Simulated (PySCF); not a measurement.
A calculated (M06-L, PySCF 2.14, 6-31G*, the non-relativistic Hamiltonian (point nucleus)) atom or ion has these occupied shells.

```csv
shell,electrons,orbital energy (eV),"rms radius, mean of both spins (bohr)"
1s α,1,-4862.7,0.0813
1s β,1,-4862.7,0.0813
2s α,1,-547.25,0.354
2s β,1,-546.47,0.354
2p α,3,-456.10,0.322
2p β,3,-455.51,0.322
3s α,1,-72.007,1.09
3s β,1,-70.024,1.09
3p α,3,-47.666,1.18
3p β,3,-45.600,1.18
3d α,2,-12.216,1.60
4s α,1,-10.582,3.41
```

Question: Name the element and its charge.

Answer: Ti⁺ (titanium, charge +1), in [Ar] 3d2 4s1, high-spin 4F determinant.
